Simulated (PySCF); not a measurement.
C₃H₈FNSi. Atoms are numbered in the order given.

```xyz
14

C      2.4482     0.1699     0.7361
C      1.3118     0.3471     0.0635
F      0.7092     1.5663     0.1079
C      0.5259    -0.6315    -0.7360
Si    -1.2054    -0.9684    -0.0174
N     -2.1225     0.4918    -0.1834
H      2.9527    -0.7959     0.7155
H      2.8851     0.9872     1.3118
H      1.0767    -1.5816    -0.8063
H      0.3805    -0.2440    -1.7601
H     -1.0056    -1.4826     1.3773
H     -1.8750    -2.0460    -0.8030
H     -1.6670     1.3586     0.0905
H     -3.1112     0.5095     0.0479
```
Charge 0, spin multiplicity 1.

Coordinates come from a B3LYP-D3(BJ)/def2-SVP optimisation. The structure was generated by enumeration, and PubChem lists no compound with its InChIKey, so it may never have been made. One conformer was computed; it need not be the lowest.

Method: SMD-B3LYP/def2-SVP in PySCF.

Solvation free energies are E(SMD) − E(gas) at the gas-phase geometry, for 1 M in both phases. In vacuum the dipole moment is 0.52 D.

| solvent | ΔG(solv) (kcal/mol) | its non-electrostatic (CDS) part | dipole (D) |
|---|---|---|---|
| water | 0.3 | 5.2 | 0.62 |
| n-hexane | -1.7 | 0.0 | 0.55 |
| 1-octanol | -2.6 | 1.6 | 0.60 |
